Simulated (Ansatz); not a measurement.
A single point on `SC[S][GeH3]`.

```yaml
crystal:
  periodic: [false, false, false]
  atoms:
    - {symbol: S, position_ang: [-0.194896, 1.557547, -1.245597]}
    - {symbol: C, position_ang: [0.982771, 0.957440, -0.005462]}
    - {symbol: S, position_ang: [1.307243, -0.802875, -0.240538]}
    - {symbol: Ge, position_ang: [-0.710431, -1.626138, 0.225841]}
    - {symbol: H, position_ang: [-0.453202, 2.741584, -0.661108]}
    - {symbol: H, position_ang: [1.947183, 1.453135, -0.118371]}
    - {symbol: H, position_ang: [0.597871, 1.141151, 0.997389]}
    - {symbol: H, position_ang: [-0.455503, -3.085888, 0.627213]}
    - {symbol: H, position_ang: [-1.281832, -0.820012, 1.403327]}
    - {symbol: H, position_ang: [-1.656104, -1.567043, -0.979894]}
basis:
  gaussian: {orbitals: def2-QZVPP}
correlation: {method: mp2}
```

```sh
$ ansatz run in.yaml --threads 4 --pin off --events-out ev --progress --plain --max-ram 10444MiB
```

It prints (some lines left out):

```
Functional definition: HF
2827 factors; integrals over basis functions are off by at most 8.7e-4 eV
mean field evaluation 1: about -79234.8692 eV, gradient 2.1e1 eV
mean field evaluation 2: about -79235.0563 eV, gradient 2.1e1 eV
mean field evaluation 4: about -79236.8234 eV, gradient 4.5e0 eV
mean field evaluation 8: about -79236.8688 eV, gradient 2.9e-1 eV
mean field evaluation 16: about -79236.8693 eV, gradient 1.9e-6 eV
mean field -79236.86928698 eV, -2911.9012376176 hartree, gradient 1.9e-6 eV, S^2 0.000000; 0 other end points of the search recorded, 0 dependent functions left out
20 core orbitals not correlated: weight in the atoms' cores, before any rotation towards them, 1.000 or more for the frozen orbitals, at most 0.000 for the correlated occupied ones
reference -79236.86928698 eV, -2911.9012376176 hartree; 18, 18 occupied and 428, 428 virtual orbitals, 2827 factors
second order -29.95224468 eV of doubles, -0.00000000 eV of singles
Total energy: -79266.82153166 eV, -2913.0019623072 hartree
```

Run time 26 s (4 threads of an Arm Neoverse V1 on a shared host); peak host memory 2.9 GiB.
